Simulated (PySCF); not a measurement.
Isomers of C5H7O2 (doublet state), one GFN2-xTB conformer each. Single-point energies are computed at B3LYP/pcH-1 (PySCF, gas phase, no added dispersion term), electronic only. GFN2-xTB treats the open shell by occupation alone, and not every SCF solution was tested for stability.

Task: Rank them by B3LYP/pcH-1 energy, lowest first (kcal/mol).
A. `[CH3:1][C:2](=[O:3])[CH:4][C:5]([CH3:6])=[O:7]` (doublet state) with C1–C2–C4–C5 -168°, C2–C4–C5–C6 9°
B. `[CH2:1][C:2](=[O:3])[CH2:4][C:5]([CH3:6])=[O:7]` (doublet state) with H–C1–C2–O3 176° and -7°, C1–C2–C4–C5 100°, C2–C4–C5–C6 79°

Result: A (0.0), B (4.4).

Neighbours under 5.0 kcal/mol apart (CC(=O)[CH]C(C)=O and [CH2]C(=O)CC(C)=O) can change places with a better method, another conformer or zero-point energy. GFN2-xTB itself gives, in the same order: 0.0, 6.2. Both levels put the same isomer lowest.
